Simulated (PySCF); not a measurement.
Atom-mapped SMILES (the numbers label the heavy atoms): `[N:1]#[C:2][SiH2:3][C:4]#[N:5]` (H(Xn): hydrogen on atom n).

Geometry: PBE0-D3(BJ)/def2-SVP; GIAO shifts from PySCF, gas phase, non-relativistic, averaged over equivalent atoms.

At PBE0/pcSseg-1 (102 basis functions, 4.3 s wall time on 1 thread of an x86-64 server CPU, shared host):
```json
{"atoms": "N1/N5", "δ (ppm)": "384.3"}
{"atoms": "C2/C4", "δ (ppm)": "118.9"}
{"atoms": "Si3", "δ (ppm)": "-99.7"}
{"atoms": "H(Si3)", "δ (ppm)": "4.54"}
```

Scale: NH3 for 15N (σ = 265.67 ppm); 13C (σ = 184.41 ppm), 29Si (σ = 351.99 ppm), 1H (σ = 31.27 ppm) vs TMS (reference shieldings calculated alike).

Estimate the result of repeating the calculation with B97-2/pcSseg-2.

Results:


```
 atoms  δ at B97-2/pcSseg-2  change
 N1/N5                371.3   -13.0
 C2/C4                119.6    +0.7
   Si3               -100.2    -0.5
H(Si3)                 4.45   -0.09
```

References, each an isolated molecule treated in the same way: 15N (σref 259.60) vs NH3; TMS for 13C (σref 183.46) and 29Si (σref 347.59) and 1H (σref 31.36).

The largest change is at N1/N5 (nitrile nitrogen). Cost: 215 basis functions, 10 s wall time on 1 thread of an x86-64 server CPU, shared host.

Experimental scales use liquid or dissolved standards, which lie at an offset from isolated NH3 (liquid NH3: subtract about 20 ppm). Unscaled 15N shifts of sp2 nitrogen come out 20 to 40 ppm too high even then.
